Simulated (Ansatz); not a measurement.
`[NH2][AlH][SiH2][TeH]` + `COC` → `C[O][AlH][NH2]` + `C[SiH2][TeH]`  (formal exchange of groups at the Al–Si bond)

Computed with Ansatz on PBE0-D4/def2-TZVP structures; ΔE is electronic, products minus reactants. CCSD(T)/CBS adds triple-zeta CCSD(T) − MP2 to the extrapolated MP2 energy (def2 sets, frozen cores). This one scheme is used for every species. Elements past krypton have def2 core potentials. For Te outer-core shells are correlated without core-valence functions, which leaves a few kJ/mol of doubt a bond. One conformer a species, not always the lowest.

```csv
species,MP2/def2-TZVPP energy (Eh)
`[NH2][AlH][SiH2][TeH]`,-856.77980
`COC`,-154.72877
`C[O][AlH][NH2]`,-413.46379
`C[SiH2][TeH]`,-598.12545
```

Problem. Work out ΔE.

Solution. ΔE = (-413.46379) + (-598.12545) − (-856.77980) − (-154.72877) = -0.08067 Eh = -211.8 kJ/mol. CCSD(T)/CBS gives -200.7 kJ/mol.

Largest T1 diagnostic among the species: 0.012.

From PBE to PBE0 (25 % exact exchange), in def2-TZVPP and without D4, ΔE moves by −7.9 kJ/mol.
